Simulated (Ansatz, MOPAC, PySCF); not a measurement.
Lewis adduct: BH3 (SMILES B) (first 4 atoms) with PH3 (SMILES P); geometry from B3LYP-D3(BJ)/def2-TZVP, rigid monomers moved along the line of their centres of mass till B1···P5 is 1.74 Å.
(charge 0, multiplicity 1):
```json
[
 {"atom": "B", "x (Å)": "-0.0303", "y (Å)": "-0.0774", "z (Å)": "0.6721"},
 {"atom": "H", "x (Å)": "1.0967", "y (Å)": "-0.4211", "z (Å)": "0.4177"},
 {"atom": "H", "x (Å)": "-0.8416", "y (Å)": "-0.9688", "z (Å)": "0.6552"},
 {"atom": "H", "x (Å)": "-0.3837", "y (Å)": "0.9320", "z (Å)": "0.1159"},
 {"atom": "P", "x (Å)": "0.0459", "y (Å)": "0.3792", "z (Å)": "2.3460"},
 {"atom": "H", "x (Å)": "-1.1341", "y (Å)": "0.8370", "z (Å)": "2.9591"},
 {"atom": "H", "x (Å)": "0.4369", "y (Å)": "-0.5980", "z (Å)": "3.2788"},
 {"atom": "H", "x (Å)": "0.9220", "y (Å)": "1.4186", "z (Å)": "2.7067"}
]
```

Interaction energies are E(AB) − E(A) − E(B) at the monomers' geometry in the complex; basis-set methods are counterpoise corrected. Rows marked so take none.

Correlated levels freeze the cores. CBS(a, b) extrapolates the correlation energy as X⁻³ and adds the Hartree–Fock energy of set b. Rows in 3-21G, 6-311+G**, 6-31G* carry no dispersion term and start afresh at each structure (6-31G* with six Cartesian d functions). MP2/6-31G* freezes PySCF's default core. The state that AM1 reach isn't checked.

Run with Ansatz (Gaussian basis) for Hartree–Fock, density functionals and correlated methods; MOPAC for AM1 (differences of heats of formation); PySCF for 3-21G rows, 6-311+G** rows, 6-31G* rows, the dispersion terms. Each number belongs to the level named beside it.

Other levels give for the interaction energy: PBE/def2-TZVPPD -1609.7; B3LYP/def2-TZVPPD -1233.5; B3LYP-D3(BJ)/def2-TZVPPD -1357.1; wB97M-V/def2-TZVPPD -1359.0; CCSD(T)/CBS(aug-cc-pV(D+d)Z, aug-cc-pV(T+d)Z) -1291.4 meV.

Common cheap choices:

| level | interaction energy (meV) | less -1291.4 (CCSD(T)/CBS(aug-cc-pV(D+d)Z, aug-cc-pV(T+d)Z)) |
|---|---|---|
| AM1 | -1051.4 | 240.1 |
| HF/3-21G (no counterpoise) | -101.0 | 1190.4 |
| HF/6-31G* | -436.1 | 855.4 |
| HF/6-31G* (no counterpoise) | -477.1 | 814.3 |
| B3LYP/3-21G (no counterpoise) | -848.6 | 442.8 |
| B3LYP/6-311+G** (no counterpoise) | -1121.2 | 170.2 |
| M06-2X/6-31G* (no counterpoise) | -1201.1 | 90.3 |
| MP2/6-31G* | -897.9 | 393.6 |

Ansatz is an electronic-structure program.
